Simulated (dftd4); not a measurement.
C₄H₇ (SMILES [CH]=C(C)C), doublet, at a GFN2-xTB geometry; D4 for r2scan in dftd4 4.2.0.

Input for dftd4:
```
$ dftd4 mol.xyz --func r2scan --charge 0 --json dftd4.json --noedisp --grad

# file mol.xyz
11

C     -0.01583438     0.01152779     1.49894858
C     -0.00222843     0.02374520     0.20492787
H     -0.02223869    -0.69129602     2.29786866
C      0.00269449     1.29161997    -0.60733811
H     -0.00662782     2.16401956     0.03942821
H      0.89090871     1.32760594    -1.23693731
H     -0.87224194     1.32254452    -1.25552371
C      0.01033407    -1.24161286    -0.64220029
H      0.00629703    -2.13018294    -0.01726348
H     -0.86735589    -1.25472468    -1.28612343
H      0.90146410    -1.24964698    -1.26747727
```

The log (banner, timings and long lists left out):

```
                    ____  _____ _____     ____  _  _
      -------------|  _ \|  ___|_   _|---|  _ \| || |------------
     |             | | | | |_    | | ___ | | | | || |_           |
     |             | |_| |  _|   | ||___|| |_| |__   _|          |
     |             |____/|_|     |_|     |____/   |_|            |
     |             ===================================           |
     |            E. Caldeweyher, S. Ehlert & S. Grimme          |
     |          Mulliken Center for Theoretical Chemistry        |
     |                    University of Bonn                     |
      -----------------------------------------------------------

Rational (Becke-Johnson) damping: r2scan-D4-ATM
---------------------
  s6         1.0000
  s8         0.6019
  s9         1.0000
  a1         0.5156
  a2         5.7734
 alp        16.0000
--------------------

Dispersion energy:      -1.6234851599719E-03 Eh

Gradient norm:           6.5919947313459E-05 Eh/a0
--------------------------------------------------
     #    Z           dE/dx      dE/dy      dE/dz
--------------------------------------------------
     1    6 C    -3.275E-07 -3.842E-06  3.211E-05
     2    6 C    -1.029E-09 -3.200E-09  9.845E-08
     3    1 H    -1.221E-07 -3.713E-07  1.169E-05
     4    6 C     1.264E-07  3.348E-05 -2.111E-05
     5    1 H    -1.402E-08  5.760E-06 -2.387E-07
     6    1 H    -1.274E-06  6.306E-06 -2.153E-07
     7    1 H     1.242E-06  6.313E-06 -1.887E-07
     8    6 C     2.996E-07 -3.152E-05 -1.984E-05
     9    1 H     2.247E-08 -4.931E-06 -7.884E-07
    10    1 H     1.442E-06 -5.596E-06 -7.425E-07
    11    1 H    -1.394E-06 -5.605E-06 -7.724E-07
--------------------------------------------------

Virial:
--------------------------------------------------
      component           x          y          z
--------------------------------------------------
          x      -8.907E-06 -6.092E-07 -2.104E-06
          y      -6.092E-07  2.576E-04 -1.478E-05
          z      -2.104E-06 -1.478E-05  1.947E-04
--------------------------------------------------

[Info] Dispersion results written to 'dftd4.txt'
[Info] JSON dump of results written to 'dftd4.json'
```
